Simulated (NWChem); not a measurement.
System: C2H3ClO2Si; SMILES O1C[Si@@H](Cl)C1=O

```xyz
9

O      1.5892    -1.8976     0.0559
C      0.5765    -1.2862    -0.0155
O     -0.6425    -1.7455     0.4203
C     -1.5713    -0.6600     0.1992
Si    -0.2113     0.3808    -0.6242
Cl     0.3538     2.1261     0.3052
H     -2.4074    -0.9991    -0.4309
H     -1.9631    -0.2882     1.1579
H     -0.2901     0.6336    -2.0880
```
Atoms are numbered in this order, from 1.

All runs: NWChem. All runs use the structure optimised with PBE0/def2-SVP.

Problem. Among these, which level gives the lowest value of “dipole (D)”?
A) PBE/def2-TZVP
B) B3LYP/def2-TZVP
C) TPSSh/def2-TZVP
D) PW6B95/def2-TZVP

Solution. A, PBE/def2-TZVP. Values: PBE/def2-TZVP 3.54; TPSSh/def2-TZVP 3.74; PW6B95/def2-TZVP 3.85; B3LYP/def2-TZVP 3.85
